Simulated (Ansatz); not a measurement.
Cost and result up the ladder for B(OMe2)H3 (C₂H₉BO) (13 atoms). The state is a singlet with charge 0. Geometry: PBE-D4/def2-SVP.

| atom | x (Å) | y (Å) | z (Å) |
| --- | --- | --- | --- |
| B1 | -1.046 | 0.595 | -0.967 |
| O2 | -0.244 | -0.006 | 0.346 |
| C3 | 0.849 | 0.819 | 0.781 |
| C4 | 0.111 | -1.393 | 0.218 |
| H5 | 0.441 | 1.836 | 0.909 |
| H6 | 1.651 | 0.832 | 0.012 |
| H7 | 1.237 | 0.428 | 1.743 |
| H8 | 0.866 | -1.524 | -0.586 |
| H9 | 0.505 | -1.757 | 1.188 |
| H10 | -0.815 | -1.929 | -0.052 |
| H11 | -1.991 | -0.176 | -1.096 |
| H12 | -0.215 | 0.545 | -1.878 |
| H13 | -1.349 | 1.730 | -0.616 |

Ansatz on 4 threads of Arm Neoverse V2 on a shared host. Times are rough, and most runs start from the orbitals of an earlier one. r2SCAN0-D4/def2-TZVP serves as the yardstick here, not as an exact answer. Differences are given only for rows in sets of like size (and for xTB, whose basis is part of the method), since another set adds its own error. Binding counts from free atoms at the same level (B doublet, O triplet, C triplet, H doublet; other spins of the atoms weren't run), without zero-point energy or a counterpoise term.

LC-ωPBE has ω = 0.4 bohr⁻¹. B3LYP takes the VWN-RPA correlation. Correlated methods freeze 4 core orbitals.

Correlated methods converge slowly with the basis.

```csv
level,functions,binding energy per atom (eV),difference from r2SCAN0-D4/def2-TZVP (eV)
MP2/def2-TZVP,178,3.56,-0.07
LC-ωPBE/def2-TZVP,178,3.65,0.02
PBE0-D4/def2-TZVP,178,3.67,0.03
r2SCAN-D4/def2-TZVP,178,3.67,0.04
PBE-D4/def2-TZVP (with forces),178,3.71,0.08
CCSD(T)/def2-TZVPP,250,3.60,-0.04
PBE-D4/def2-SVP,101,3.75,–
B3LYP-D4/def2-TZVP,178,3.68,0.04
LDA (SPW92)/def2-TZVP,178,4.16,0.53
HF/6-31G,54,2.62,–
r2SCAN0-D4/def2-TZVP,178,3.63,0.00
PBE0-D4/def2-SVP,101,3.70,–
B3LYP-D4/6-31G,54,3.61,–
r2SCANh-D4/def2-TZVP,178,3.66,0.02
```

(1) Estimate how long each takes.

## Answers

(1) HF/6-31G 0.15 s; B3LYP-D4/6-31G 0.55 s; PBE-D4/def2-SVP 0.65 s; PBE0-D4/def2-SVP 0.75 s; B3LYP-D4/def2-TZVP 1.2 s; LC-ωPBE/def2-TZVP 1.3 s; LDA (SPW92)/def2-TZVP 1.4 s; MP2/def2-TZVP 1.6 s; r2SCAN0-D4/def2-TZVP 2.1 s; r2SCANh-D4/def2-TZVP 2.1 s; r2SCAN-D4/def2-TZVP 2.4 s; PBE0-D4/def2-TZVP 4.4 s; PBE-D4/def2-TZVP (with forces) 10 s; CCSD(T)/def2-TZVPP 5 min. On shared hardware such times vary by a factor of up to 3.
